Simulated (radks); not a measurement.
Excited configurations of the rhenium ion Re36+: one electron is placed in a higher orbital outside [Kr] 4d2. The ground configuration is [Kr] 4d3. Calculated with a radial shooting solver on a logarithmic mesh with Libxc functionals: scalar-relativistic Kohn-Sham, PBEsol, spin-polarised, spherical densities, finite nucleus; open shells are filled with parallel spins first (spin-orbit coupling, left out, can overturn this in heavy ions); Fermi nuclear charge, rms radius 5.3698 fm. Excitation = E - E(ground); binding = E(ion) - E, where the ion is the core of charge +37; n* = 37/sqrt(2 binding) in atomic units. These energies are relativistic, and a one-electron ion of charge +37 with no core already has n* below n in this formula (scalar-relativistic equation, point nucleus: 5s 4.968, 5d 4.991, 5f 4.995, 6s 5.967, 6d 5.990, 6f 5.994, 7s 6.967, 7p 6.980, 7d 6.989, 7f 6.993). The quantum defect is therefore taken as that value minus n*, so that it holds no relativistic shift of the bare ion.

| outer orbital | excitation (eV) | binding (eV) | quantum defect | eigenvalue (eV) |
|---|---|---|---|---|
| 5s | 481.23 | 1097.3 | 0.848 | -1082.7 |
| 5d | 649.80 | 928.74 | 0.513 | -915.12 |
| 5f | 738.97 | 839.57 | 0.285 | -825.42 |
| 6s | 869.35 | 709.19 | 0.843 | -700.94 |
| 6d | 959.23 | 619.31 | 0.506 | -611.48 |
| 6f | 1006.5 | 572.09 | 0.288 | -564.17 |
| 7s | 1082.0 | 496.52 | 0.842 | -490.82 |
| 7p | 1106.1 | 472.43 | 0.701 | -467.07 |
| 7d | 1135.7 | 442.86 | 0.504 | -437.66 |
| 7f | 1163.8 | 414.70 | 0.292 | -409.46 |

The Delta-SCF ionisation energy is 1578.5 eV (NIST Atomic Spectra Database: 1583 eV, theoretical). Self-interaction in the functional shifts the binding energies and quantum defects, so they are the method's values and not measured ones. Open shells are spherical and high-spin; term and fine-structure splittings are not resolved. Spin-orbit splitting is averaged out at the scalar-relativistic level.
